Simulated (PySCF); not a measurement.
Compound: C5H4ClN.
SMILES: `Clc1ccncc1`

Level of theory: PySCF, B3LYP/def2-SVP geometry optimisation, gas phase.

Take the most abundant isotopes and a rigid rotor. 

(1) What are A, B and C (MHz)?

(2) What kind of rotor is it?

(3) What does the inertial defect say?

(4) Give the coordinates in the principal-axis frame, origin at the centre of mass.

(5) Where do the levels up to J = 3 lie, in cm⁻¹?

(6) Predict some low-J microwave lines.

## Answers

(1) Ia = 84.19, Ib = 324.83, Ic = 409.02 u·Å²; 505379 MHz·u·Å²/I gives A = 6003, B = 1556, C = 1236 MHz.

(2) An asymmetric top. Ray's parameter κ = (2B − A − C)/(A − C) = -0.866; −1 is the prolate and +1 the oblate limit.

(3) Planar: Δ = Ic − Ia − Ib = 0.00 u·Å². For a rigid frame Δ = −2 Σ m c², so it vanishes when all atoms lie in the ab plane; here none is more than 0.01 Å from it.

(4) The sense of each axis is arbitrary; atoms in the order of the calculation.
```
atom  mass (u)   a (Å)   b (Å)   c (Å)
 Cl1    34.969   2.197   0.001   0.000
  C2    12.000   0.454  -0.001   0.001
  C3    12.000  -0.250  -1.207   0.001
  C4    12.000  -1.648  -1.141   0.000
  N5    14.003  -2.340   0.000  -0.001
  C6    12.000  -1.648   1.142   0.000
  C7    12.000  -0.251   1.204   0.001
  H8     1.008   0.273  -2.164   0.001
  H9     1.008  -2.231  -2.069   0.000
 H10     1.008  -2.230   2.071   0.000
 H11     1.008   0.274   2.161   0.001
```

(5) Above 0(0,0):
J = 1: 1(0,1) 0.0931, 1(1,1) 0.2414, 1(1,0) 0.2521
J = 2: 2(0,2) 0.2788, 2(1,2) 0.4170, 2(1,1) 0.4490, 2(2,1) 0.8940, 2(2,0) 0.8946
J = 3: 3(0,3) 0.5559, 3(1,3) 0.6800, 3(1,2) 0.7440, 3(2,2) 1.1734, 3(2,1) 1.1762, 3(3,1) 1.9421, 3(3,0) 1.9421

(6) The dipole components are |μa| = 0.81 D, |μb| = 0.00 D, |μc| = 0.00 D; the symmetry axis of this C2v structure is a, so μb and μc vanish by symmetry and there are no b-type or c-type lines. Some lines, for components of 0.1 D or more:

```
type  branch         J(Ka,Kc)    MHz  lower level (cm⁻¹)
   a       Q  1(1,0) ← 1(1,1)    320               0.241
   a       Q  5(2,3) ← 5(2,4)    568               2.010
   a       Q  2(1,1) ← 2(1,2)    961               0.417
   a       Q  3(1,2) ← 3(1,3)   1921               0.680
   a       Q  4(1,3) ← 4(1,4)   3199               1.030
   a       R  2(0,2) ← 1(0,1)   5566               0.093
   a       R  2(1,1) ← 1(1,0)   5903               0.252
   a       R  3(0,3) ← 2(0,2)   8308               0.279
   a       R  3(2,2) ← 2(2,1)   8374               0.894
   a       R  3(2,1) ← 2(2,0)   8441               0.895
   a       R  3(1,2) ← 2(1,1)   8844               0.449
   a       R  4(1,4) ← 3(1,3)  10493               0.680
   a       R  4(0,4) ← 3(0,3)  11002               0.556
   a       R  4(2,3) ← 3(2,2)  11153               1.173
   a       R  4(3,1) ← 3(3,0)  11201               1.942
   a       R  4(2,2) ← 3(2,1)  11317               1.176
   a       R  5(0,5) ← 4(0,4)  13636               0.923
   a       R  5(2,4) ← 4(2,3)  13920               1.545
   a       R  5(4,1) ← 4(4,0)  13994               3.390
   a       R  5(3,2) ← 4(3,1)  14020               2.316
   a       R  5(2,3) ← 4(2,2)  14241               1.554
   a       R  5(1,4) ← 4(1,3)  14679               1.137
```

No B3LYP/def2-SVP frequencies stand behind this structure, so it isn't proved a minimum. Constants of a rigid frame at the computed geometry: no zero-point averaging, no centrifugal distortion. Quadrupole hyperfine structure (14N, 35Cl) is left out.
